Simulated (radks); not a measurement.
Spherical quantum dot in the effective-mass picture: electrons in a parabolic well V = omega^2 r^2 / 2 with omega = 0.201, all in effective atomic units (hartree* = m*/eps^2 hartree, bohr* = eps/m* bohr), one dielectric constant everywhere. Method: non-relativistic Kohn-Sham, PBEsol, spin-polarised, spherical densities; computed with a radial shooting solver with Libxc functionals. Levels are named by radial order and angular momentum (1s, 1p, 1d, 2s, ...), and open shells are averaged over m. Results are scaled to m* = 0.204 and eps = 7.1, for which hartree* = 110.1 meV and bohr* = 1.842 nm.

N = 3, configuration 1s2 1p(up 1, down 0). This is the lowest configuration that the search found. Occupied and some empty levels:

level,occupation,eigenvalue (meV),<r> (nm)
1s up,1,101.81,5.777
1s down,1,104.13,5.621
1p up,1,116.29,7.098
1p down,0,119.38,7.066
1d up,0,133.24,8.140
1d down,0,136.45,8.183
2s up,0,138.16,7.311
2s down,0,139.81,7.398
1f up,0,151.72,9.065
1f down,0,154.73,9.145

Energy (meV): total 206.306, kinetic 44.403, external 85.105, Hartree 132.57, exchange-correlation -55.772.
